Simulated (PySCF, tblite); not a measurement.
Species: C6H8FNS.
Numbering: `[CH3:1][S:2]/[C:3](=[CH:4]/[F:5])[C@@H:6]([CH3:7])[C:8]#[N:9]` (hydrogens: H10, H11, H12 on C1; H13 on C4; H14 on C6; H15, H16, H17 on C7)

Geometry (GFN2-xTB, Å), atoms numbered from 1 in this order:
```xyz
17
C6H8FNS angstrom
C      2.9524   -0.1712    0.4020
S      1.3788   -0.8082    1.0326
C      0.1669   -0.1220   -0.0405
C      0.4485    0.7167   -1.0322
F     -0.5189    1.2188   -1.8244
C     -1.2363   -0.5824    0.2928
C     -2.1229    0.5731    0.7759
C     -1.8215   -1.2109   -0.8736
N     -2.2772   -1.7112   -1.7936
H      3.0905   -0.4905   -0.6265
H      2.9757    0.9108    0.4888
H      3.7197   -0.6086    1.0333
H      1.4214    1.0850   -1.3112
H     -1.1678   -1.3436    1.0800
H     -1.6775    1.0332    1.6549
H     -3.1108    0.1996    1.0343
H     -2.2280    1.3232   -0.0036
```

Level of theory: PBE0/pcSseg-1 in PySCF (dipole) on a GFN2-xTB geometry, gas phase.

Masses are those of the commonest isotopes; rigid-rotor values at the optimised geometry. The values belong to one conformer with, in the numbering `[CH3:1][S:2]/[C:3](=[CH:4]/[F:5])[C@@H:6]([CH3:7])[C:8]#[N:9]`, C1–S2–C3–C4 -3°, S2–C3–C6–C7 115°.

**Question.** What are A, B and C (GHz)?

**Answer.** Ia = 251.09, Ib = 551.11, Ic = 616.08 u·Å²; 505379 MHz·u·Å²/I gives 2013, 917.0 and 820.3 MHz, that is A = 2.0128, B = 0.9170, C = 0.8203 GHz.

**Question.** What kind of rotor is it?

**Answer.** An asymmetric top. Ray's parameter κ = (2B − A − C)/(A − C) = -0.838; −1 is the prolate and +1 the oblate limit.

**Question.** Is it planar, by Δ = Ic − Ia − Ib?

**Answer.** Not planar: Δ = Ic − Ia − Ib = -186.12 u·Å². For a rigid frame Δ = −2 Σ m c², so Σ m c² = 93.06 u·Å² lies off the ab plane: 15.54 from hydrogen and 77.52 from heavier atoms. The atom farthest from that plane is 2.50 Å away.

**Question.** Where do the levels up to J = 2 lie, in MHz?

**Answer.** Above 0(0,0):
J = 1: 1(0,1) 1737, 1(1,1) 2833, 1(1,0) 2930
J = 2: 2(0,2) 5206, 2(1,2) 6211, 2(1,1) 6501, 2(2,1) 9788, 2(2,0) 9795

**Question.** Which lines would a microwave search look for?

**Answer.** The dipole components are |μa| = 4.43 D, |μb| = 0.16 D, |μc| = 2.53 D. Intensities carry the squares of the components, which stand as 1.00 : 0.00 : 0.33 (a : b : c). Some lines, for components of 0.1 D or more:

| type | branch | J(Ka,Kc) | MHz | lower level (cm⁻¹) |
| --- | --- | --- | --- | --- |
| c | Q | 2(1,2) ← 2(0,2) | 1005 | 0.174 |
| c | Q | 1(1,1) ← 1(0,1) | 1096 | 0.058 |
| b | Q | 1(1,0) ← 1(0,1) | 1192 | 0.058 |
| b | Q | 2(1,1) ← 2(0,2) | 1295 | 0.174 |
| a | R | 1(0,1) ← 0(0,0) | 1737 | 0.000 |
| b | R | 2(0,2) ← 1(1,1) | 2373 | 0.095 |
| b | R | 1(1,1) ← 0(0,0) | 2833 | 0.000 |
| c | R | 1(1,0) ← 0(0,0) | 2930 | 0.000 |
| c | Q | 2(2,1) ← 2(1,1) | 3287 | 0.217 |
| b | Q | 2(2,0) ← 2(1,1) | 3293 | 0.217 |
| a | R | 2(1,2) ← 1(1,1) | 3378 | 0.095 |
| a | R | 2(0,2) ← 1(0,1) | 3469 | 0.058 |
| a | R | 2(1,1) ← 1(1,0) | 3571 | 0.098 |
| b | Q | 2(2,1) ← 2(1,2) | 3577 | 0.207 |
| b | R | 2(1,2) ← 1(0,1) | 4474 | 0.058 |
| c | R | 2(1,1) ← 1(0,1) | 4764 | 0.058 |
| c | R | 2(2,0) ← 1(1,0) | 6865 | 0.098 |
| c | R | 2(2,1) ← 1(1,1) | 6955 | 0.095 |
| b | R | 2(2,0) ← 1(1,1) | 6961 | 0.095 |

**Question.** Estimate the classical rotational partition function at 25 K, 50 K and 298.15 K.

**Answer.** Point group C1, symmetry number σ = 1; q = (√π/σ)·√((kT/h)³/(ABC)), k/h = 20836.6 MHz/K: 17100 at 25 K, 48400 at 50 K, 705000 at 298.15 K.

Its GFN2-xTB frequencies are all real (lowest 31 cm⁻¹). No vibrational averaging or centrifugal distortion is included, and the geometry carries the error of its method. A rigid rotor knows nothing of internal rotation, which can split or shift real lines. Quadrupole hyperfine structure (14N) is left out.

The run took 43 s wall (grids of density and orbitals included) on Arm Neoverse V1, one thread, shared host, and the process peaked at 0.88 GiB of memory. This is the PBE0/pcSseg-1 job that gave the dipole, with the shieldings it also computed.
